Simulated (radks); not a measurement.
Spherical quantum dot in the effective-mass picture: electrons in a parabolic well V = omega^2 r^2 / 2 with omega = 0.25, with a point charge +2 (a donor) at the centre, all in effective atomic units (hartree* = m*/eps^2 hartree, bohr* = eps/m* bohr), one dielectric constant everywhere. Method: non-relativistic Kohn-Sham, r2SCAN, spin-polarised, spherical densities, generalised Kohn-Sham scheme; computed with a radial shooting solver with Libxc functionals. Levels are named by radial order and angular momentum (1s, 1p, 1d, 2s, ...), and open shells are averaged over m. Results are scaled to m* = 0.153 and eps = 4.1, for which hartree* = 247.7 meV and bohr* = 1.418 nm.

N = 18, configuration 1s2 1p6 1d(up 5, down 3) 2s2. This is the lowest configuration that the search found. Occupied and some empty levels:

level,occupation,eigenvalue (meV),<r> (nm)
1s down,1,744.36,1.359
1s up,1,744.71,1.357
2s up,1,877.90,6.487
2s down,1,880.83,6.392
1p up,3,888.60,6.591
1p down,3,891.66,6.487
1d up,5,916.57,7.429
1d down,3,920.87,7.396
1f up,0,948.48,8.010
1f down,0,953.47,8.015
2p up,0,960.24,6.564
2p down,0,962.53,6.591
1g up,0,984.51,8.486
1g down,0,989.89,8.516

Energy (meV): total 8193.49, kinetic 1430.8, external -248.87, Hartree 8107.5, exchange-correlation -1095.9.

Electron density:

r (nm),n(r) (e/nm^3)
0.617,0.2503
1.30,0.04669
1.99,0.01124
2.68,0.004997
3.36,0.004636
4.05,0.005364
4.74,0.006056
5.42,0.006403
6.11,0.006276
6.80,0.005645
7.48,0.004595
8.17,0.003346
8.86,0.002155
9.54,0.001216
10.2,0.0005941
10.9,0.0002507
11.6,0.00009123
12.3,0.00002876
13.0,7.883e-06
13.7,1.880e-06
